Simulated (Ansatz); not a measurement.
`C=[CH][Al]([Cl])[Cl]` + H₂S → `[SH][Al]([Cl])[Cl]` + ethylene at 600 K and 1 bar (ligand exchange at the Al–C bond).

Gas-phase electronic energies from Ansatz, PBE0-D4/def2-TZVP geometries. CBS: MP2 limit from def2 TZ/QZ plus the TZ coupled-cluster correction, frozen cores. This one scheme is used for every species. Each species was taken in one conformer, which may not be the lowest.

```json
{"species": "`C=[CH][Al]([Cl])[Cl]`", "CCSD(T)/CBS energy (Eh)": "-1239.61034", "H − E (kJ/mol)": "174.5", "S (J/(mol·K))": "436.1"}
{"species": "H₂S", "CCSD(T)/CBS energy (Eh)": "-398.97279", "H − E (kJ/mol)": "60.8", "S (J/(mol·K))": "230.9"}
{"species": "`[SH][Al]([Cl])[Cl]`", "CCSD(T)/CBS energy (Eh)": "-1560.13922", "H − E (kJ/mol)": "79.5", "S (J/(mol·K))": "401.3"}
{"species": "`C=C`", "CCSD(T)/CBS energy (Eh)": "-78.48111", "H − E (kJ/mol)": "161.6", "S (J/(mol·K))": "257.2"}
```

H − E and S are ideal-gas, rigid-rotor, harmonic terms from PBE0-D4/def2-TZVP, for one conformer and one mirror image of each species. 1 Eh = 2625.50 kJ/mol, R = 8.31446 J/(mol·K).

Problem. By hand: ΔE, ΔH, ΔS and ΔG.

Solution. ΔE = (-1560.13922) + (-78.48111) − (-1239.61034) − (-398.97279) = -0.03720 Eh = -97.7 kJ/mol. Δ(H − E) = 79.5 + 161.6 − 174.5 − 60.8 = 5.8, so ΔH = -91.9 kJ/mol. ΔS = 401.3 + 257.2 − 436.1 − 230.9 = -8.5 J/(mol·K). ΔG = -91.9 − 600 × (-8.5)/1000 = -86.8 kJ/mol.

Problem. By hand: the equilibrium constant, and the temperature at which ΔG would vanish if ΔH and ΔS stayed fixed.

Solution. log₁₀ K = −ΔG/(RT ln 10) = 7.6. ΔG = 0 at ΔH/ΔS = 10812 K, far beyond where these terms or the molecules hold.

The number of gas molecules stays the same, so ΔS is small and ΔH decides. A doubt of 5 kJ/mol in ΔE shifts log₁₀ K by 0.4 here. Other conformers and mirror images would add mixing entropy, several J/(mol·K) or more a flexible species. These are equilibria of isolated gas molecules and say nothing of rates. Largest T1 diagnostic: 0.011 (customary marks: 0.02 for closed shells, 0.045 for open ones).
